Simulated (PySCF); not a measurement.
# Dipole response of Ca (calcium, neutral)

[Ar] 4s1 4p1, high-spin 3P determinant (an excited configuration). Calculation: PySCF 2.14, in dyall-av3z (25s18p5d4f, 132 functions); the spin-free X2C one-electron Hamiltonian (Gaussian nucleus). Coupled (time-dependent) response in atomic units; α is the mean over directions.

| method | mean α (bohr³) | α xx, yy, zz | C₆ (like pair) | S(−4) |
| --- | --- | --- | --- | --- |
| PBE0 | 260.4 | 241.7, 298.0, 241.7 | 3197 | 152900 |

S(−4) is the Cauchy moment in α(ω) = α(0) + S(−4) ω² + …

α(iu) at PBE0:

```json
{"u (hartree)": "0", "α(iu) (bohr³)": "260.4"}
{"u (hartree)": "0.0500", "α(iu) (bohr³)": "147.8"}
{"u (hartree)": "0.100", "α(iu) (bohr³)": "87.01"}
{"u (hartree)": "0.200", "α(iu) (bohr³)": "37.85"}
{"u (hartree)": "0.300", "α(iu) (bohr³)": "21.17"}
{"u (hartree)": "0.500", "α(iu) (bohr³)": "10.15"}
{"u (hartree)": "0.750", "α(iu) (bohr³)": "5.880"}
{"u (hartree)": "1.00", "α(iu) (bohr³)": "4.048"}
{"u (hartree)": "1.50", "α(iu) (bohr³)": "2.351"}
{"u (hartree)": "2.00", "α(iu) (bohr³)": "1.547"}
{"u (hartree)": "3.00", "α(iu) (bohr³)": "0.8117"}
{"u (hartree)": "5.00", "α(iu) (bohr³)": "0.3374"}
```

The components differ because the open shell of this determinant is not spherical; for a pure term their mean is the scalar polarisability.
